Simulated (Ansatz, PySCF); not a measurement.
Torsion H4–O1–Pb2–O3 in H2O2Pb (SMILES [OH][Pb][OH]); at each angle all else is relaxed with GFN2-xTB, and the levels are single points there.
Geometry at 180° (charge 0, multiplicity 1):
```csv
atom,x (Å),y (Å),z (Å)
O,1.3261,0.3995,-0.6658
Pb,-0.3506,-0.9270,-0.3956
O,-1.7224,0.1982,-1.5541
H,2.1738,0.2172,-0.2701
H,-1.4646,1.0127,-1.9758
```

On the grid 0° to 330°, 300° is the highest and 180° the lowest point at CCSD(T)/CBS(def2-TZVPP, def2-QZVPP).

Frozen-core correlation. Filled d and f shells under p-block atoms count as core. CBS: X⁻³ extrapolation of the correlation energy, Hartree–Fock from the larger set. Rows in LANL2DZ carry no dispersion term and start afresh at each structure. LANL2DZ brings its own core potentials from Na on.

Programs: Ansatz (Gaussian basis) for Hartree–Fock, density functionals and correlated methods; PySCF for LANL2DZ rows, the dispersion terms.  In def2 rows elements past Kr take small-core potentials, without spin–orbit coupling.

```
level                                energy at 300° less that at 180° (kcal/mol)
-----------------------------------  -------------------------------------------
BLYP/def2-TZVPP                                                             6.77
r2SCAN-D3(BJ)/def2-TZVPP                                                    5.37
B3LYP/LANL2DZ                                                              -3.71
B3LYP-D4/def2-TZVPP                                                         5.28
PBE0-D3(BJ)/def2-TZVPP                                                      4.73
SCS-MP2/def2-SVP                                                            5.95
SCS-MP2/def2-TZVPP                                                          5.62
CCSD/def2-TZVPP                                                                ?
CCSD(T)/CBS(def2-TZVPP, def2-QZVPP)                                            ?
```

### Question
Fill in the missing entries.

### Answer

- CCSD/def2-TZVPP, energy at 300° less that at 180° (kcal/mol): 5.03
- CCSD(T)/CBS(def2-TZVPP, def2-QZVPP), energy at 300° less that at 180° (kcal/mol): 5.15

Ansatz is a quantum-chemistry and plane-wave program.
